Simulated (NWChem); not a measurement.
**Dipole moment of phosphorus nitride (NP)**

SMILES: N#P
```xyz
2

N      0.0000     0.0000     1.0149
P      0.0000     0.0000    -0.4736
```
Charge 0, spin multiplicity 1.

Program: NWChem. Structure: optimised with PBE0/def2-SVP, a minimum by its harmonic frequencies.

Basis set: def2-SVPD. The CCSD dipole comes from the Λ equations, without orbital relaxation.

The correlated methods keep 6 core orbitals frozen. Coupled-cluster values serve here as a point of comparison, not as the truth.

Order these methods by the dipole moment they give, lowest first: PBE, HF, PBE0.

PBE (2.67 D), PBE0 (2.83 D), HF (3.23 D)
